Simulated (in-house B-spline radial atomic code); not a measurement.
**Ionising the mercury ion Hg⁺ with different functionals**

Computed with a radial B-spline atomic code at the basis-set limit: four-component Dirac-Coulomb Hamiltonian, Fermi nucleus of rms radius 5.4648 fm, spin-restricted, spherical fractional occupations for the functionals. The ionisation energy is the difference of two self-consistent energies, [Xe] 4f14 5d10 6s1 → [Xe] 4f14 5d10, without Breit or QED terms; ε is the level of the shell that loses the electron (mean over j).

Hybrids are left out here: with spherical fractional occupations of an open shell their exact exchange keeps a self-interaction that integer-occupation calculations don't have.

| method | rung | ΔSCF (eV) | -ε(6s) (eV) |
| --- | --- | --- | --- |
| LDA VWN5 | LDA | 19.39 | 15.10 |
| relativistic LDA | LDA | 19.32 | 15.04 |
| LDA PW92 | LDA | 19.39 | 15.10 |
| LDA exchange-only | LDA | 18.18 | 13.92 |
| PBE | GGA | 18.97 | 14.71 |
| PBEsol | GGA | 19.00 | 14.76 |
| BLYP | GGA | 19.07 | 14.76 |
| RPBE | GGA | 18.83 | 14.57 |
| PW91 | GGA | 19.07 | 14.80 |
| BP86 | GGA | 19.12 | 14.89 |
| AM05 | GGA | 18.96 | 14.72 |
| OLYP | GGA | 18.67 | 14.38 |

Question: How do they compare with the NIST value?

Answer: NIST lists 18.757 eV (measured, ground level to ground level). Errors run from -0.57 to +0.63 eV; RPBE is closest (+0.07 eV), but part of that can be cancellation, since the calculations leave out Breit-QED terms, spin polarisation.
